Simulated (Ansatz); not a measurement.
Calculated with Ansatz (gas phase, PBE0-D4/def2-TZVP geometries, no zero-point term in ΔE). CBS: MP2 limit from def2 TZ/QZ plus the TZ coupled-cluster correction, frozen cores. This one scheme is used for every species. DFT in def2-TZVPP. For Ge outer-core shells are correlated without core-valence functions, which leaves a few kJ/mol of doubt a bond. Scalar relativity is left out up to krypton. Each species was taken in one conformer, which may not be the lowest.

Reaction (ligand exchange at a Ge–C bond): `[CH3][GeH3]` + `NC=O` → `O=C[NH][GeH3]` + CH₄

Task: Is it downhill or uphill in electronic energy at CCSD(T)/CBS, and by how much? (An estimate is asked.)

Result: Computed: Downhill: ΔE = -35.2 kJ/mol.

Task: What do these levels give: revPBE-D4, r2SCANh-D4, BHLYP-D4, B2PLYP, PBE, PBE0, r2SCANh, LC-ωPBE, CCSD/def2-SVP, CCSD(T)/def2-SVP, MP2/def2-TZVPP, CCSD/CBS(def2)? (Best estimate.)

Result: Computed: revPBE-D4 -31.2, r2SCANh-D4 -32.4, BHLYP-D4 -36.7, B2PLYP -34.4, PBE -25.9, PBE0 -26.4, r2SCANh -31.7, LC-ωPBE -28.1, CCSD/def2-SVP -41.5, CCSD(T)/def2-SVP -42.9, MP2/def2-TZVPP -37.4, CCSD/CBS(def2) -34.0 kJ/mol.

Largest T1 diagnostic among the species: 0.016.

From BLYP to BHLYP (50 % exact exchange), in def2-TZVPP and without D4, ΔE moves by −3.1 kJ/mol. The D4 term adds −4.3 kJ/mol with B3LYP and −2.3 kJ/mol with PBE0; it sums over pairs of atoms, weighted by their polarisabilities, and B3LYP, whose exchange is more repulsive, gets the larger term. At CCSD(T), def2-SVP lies −7.6 kJ/mol from the extrapolated value and def2-TZVPP −1.4 kJ/mol.

B3LYP here is the variant with VWN-RPA as its local correlation; programs differ in this.
